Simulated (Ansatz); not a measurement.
Saddle point of BH$_{4}$SeF, singlet (BH₂F ([BH2][F]) + H₂Se → BH₃Se ([BH2][SeH]) + HF; bonds formed: F2–H5; dative contacts that become bonds: B1–Se6; bonds broken: B1–F2, H5–Se6), PBE0-D4/def2-TZVP structure:

```csv
atom,x (Å),y (Å),z (Å)
B1,-0.4799,-0.5603,0.1972
F2,0.7700,-1.0679,-0.6053
H3,-1.4678,-0.9499,-0.3459
H4,-0.2979,-0.7227,1.3630
H5,0.8331,0.0725,-0.8883
Se6,-0.1402,1.4415,-0.4053
H7,0.7826,1.7869,0.6846
```

Energies are electronic, without zero-point energy. Barriers and step energies count from the start structure reached by relaxing down the imaginary mode; all methods use the PBE0-D4 structures, on which another method's saddle can fall below an end. Computed with Ansatz 0.2.0 (basis: def2-TZVPP, with def2-QZVPP for the basis limit); correlated methods freeze the cores. Filled d shells of the heavier atoms are correlated. The def2 sets are not built for correlating such inner shells, so the correlated values are less sure here. B3LYP uses VWN-RPA correlation. Extrapolation: Hartree–Fock as exp(−7.88 √X), correlation as X^−2.97.

```csv
method,barrier (eV),step energy (eV)
SPW92,0.626,0.764
PBE-D4,?,0.585
BLYP-D4,1.022,0.589
r2SCAN-D4,?,0.628
B97M-V,1.129,0.617
PBE0-D4,0.970,0.569
B3LYP-D4,1.107,0.585
r2SCAN0-D4,?,0.603
BHLYP-D4,1.273,0.587
CAM-B3LYP-D4,1.106,0.628
wB97X-V,1.077,0.589
wB97M-V,1.052,0.593
B2PLYP,1.092,0.544
PBE-QIDH,1.033,0.542
RPA on PBE,1.063,0.533
HF,1.674,0.482
MP2,0.992,0.492
CCSD,1.193,0.519
CCSD(T),1.089,0.519
```

**Question.** Fill in the withheld barriers. (To be estimated.)

**Answer.** The calculation gives: PBE-D4 0.841; r2SCAN0-D4 1.039; r2SCAN-D4 0.952 eV. Each is the energy of the saddle less that of the start structure, by the same method.

For comparison, the barrier by CCSD(T) at an estimated basis limit (MP2 extrapolated from triple and quadruple zeta, plus CCSD(T) − MP2 in triple zeta) is 1.071 eV.

No T1 diagnostic of these runs exceeds 0.012.

Labels in which every atom is bracketed show which atoms are joined, not bond orders.

For scale, one of the runs: CCSD(T)/def2-TZVPP, 166 basis functions, launched by `ansatz run in.yaml --threads 2 --pin off --events-out ev --progress --plain --max-ram 4352MiB`. Hardware: 2 CPU threads of an Arm Neoverse V2, shared host. Wall time 42 s; peak host memory 1.4 GiB.
